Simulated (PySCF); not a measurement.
# Basis-set dependence of TaH at PBE0

PySCF, UKS reference; quintet, unpaired electrons σ ↑, π ↑↑, δ ↑; De to Ta (5d3 6s2) + H without counterpoise correction.

```tsv
basis	relativity	functions	Re (Å)	ωe (cm⁻¹)	De (eV)	μ (D)
cc-pVDZ-PP/cc-pVDZ	scalar-relativistic core potentials	43	1.769	1787	n/a	-1.90
def2-TZVPPD	scalar-relativistic core potentials	76	1.774	1776	n/a	-1.98
x2c-TZVPPall	spin-free X2C	111	1.739	1832	n/a	-1.89
```

Problem. How does each smaller set differ from the one with most functions, x2c-TZVPPall?

Solution. cc-pVDZ-PP/cc-pVDZ: +3.0 pm, -2.5 % in ωe; def2-TZVPPD: +3.5 pm, -3.1 % in ωe. All at PBE0; the set with most functions is neither the basis-set limit nor always the best. The rows treat relativity differently, so the differences are not basis effects alone.

A positive dipole means Ta(−)H(+). De is left out where the level can put another filling of the metal’s s and d shells below the measured ground configuration, by anything from nothing to about 1 eV. Spin–orbit coupling is left out, which matters for elements this heavy, above all for dissociation energies. The state is the lowest single determinant that the PBE0 search found; with open d or f shells the true ground state can be another one.
